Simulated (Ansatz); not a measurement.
`B[SiH2]OC` + `BN[SiH2]F` → `CO[SiH2]N[SiH2]F` + `BB`  (redistribution)

Computed with Ansatz on PBE0-D4/def2-TZVP structures; ΔE is electronic, products minus reactants. CBS: MP2 limit from def2 TZ/QZ plus the TZ coupled-cluster correction, frozen cores. Functionals use def2-TZVPP. Each species was taken in one conformer, which may not be the lowest.

`B[SiH2]OC`:

Z-matrix (Å, degrees):
```
Si
O 1 1.649
B 1 1.999 2 111.2
H 1 1.498 2 110.0 3 121.8
H 1 1.498 2 109.9 3 -121.9
C 2 1.407 1 122.1 3 179.9
H 3 1.195 1 123.5 2 0.3
H 3 1.197 1 118.8 2 -179.8
H 6 1.097 2 111.5 1 61.2
H 6 1.097 2 111.5 1 -60.2
H 6 1.091 2 108.4 1 -179.5
```

`BN[SiH2]F`:

Cartesian coordinates in Å:
```
B -1.081 0.342 1.062
N -0.624 -0.009 -0.218
Si 1.024 -0.286 -0.653
F 1.634 0.992 -1.392
H -0.282 0.451 1.947
H -2.249 0.522 1.248
H -1.319 -0.091 -0.948
H 1.098 -1.400 -1.626
H 1.799 -0.521 0.579
```

`CO[SiH2]N[SiH2]F`:

Cartesian coordinates in Å:
```
C -0.261 -2.610 -0.901
O 0.212 -1.462 -0.236
Si -0.295 0.054 -0.602
N 0.726 1.192 0.179
Si 0.350 2.190 1.513
F -0.107 3.655 1.058
H 0.382 -3.450 -0.634
H -1.287 -2.851 -0.599
H -0.239 -2.487 -1.990
H -0.240 0.207 -2.082
H -1.673 0.302 -0.107
H 1.662 1.278 -0.193
H -0.786 1.594 2.246
H 1.556 2.387 2.348
```

`BB`:

```xyz
6

B     0.774    0.081    0.237
B    -0.774   -0.082   -0.237
H     1.428   -0.850    0.620
H     1.335    1.143    0.225
H    -1.072   -0.320   -1.375
H    -1.691    0.029    0.530
```

```json
{"level": "B2PLYP", "ΔE (kJ/mol)": "40.8"}
{"level": "PBE", "ΔE (kJ/mol)": "45.3"}
{"level": "r2SCAN", "ΔE (kJ/mol)": "35.2"}
{"level": "PBE0", "ΔE (kJ/mol)": "42.9"}
{"level": "SCS-MP2/def2-TZVPP", "ΔE (kJ/mol)": "41.1"}
{"level": "CCSD(T)/def2-TZVPP", "ΔE (kJ/mol)": "42.7"}
{"level": "MP2/def2-QZVPP", "ΔE (kJ/mol)": "38.3"}
{"level": "HF/CBS(def2)", "ΔE (kJ/mol)": "33.6"}
```

(1) What does CCSD(T)/CBS give? (An estimate is asked.)

Largest T1 diagnostic among the species: 0.012.

## Answers

(1) The calculation gave: +39.5 kJ/mol. The listed levels differ from it by 1.3, 5.8, -4.3, 3.4, 1.6, 3.2, -1.2, -5.9 kJ/mol.

In def2-TZVPP, CCSD(T) changes the Hartree–Fock value by +7.5 kJ/mol (the triples alone add +1.8 kJ/mol) and MP2 by +5.4 kJ/mol. The D4 term adds −3.3 kJ/mol with B3LYP and −2.0 kJ/mol with PBE0; it sums over pairs of atoms, weighted by their polarisabilities, and B3LYP, whose exchange is more repulsive, gets the larger term.

B3LYP here is the variant with VWN-RPA as its local correlation; programs differ in this.
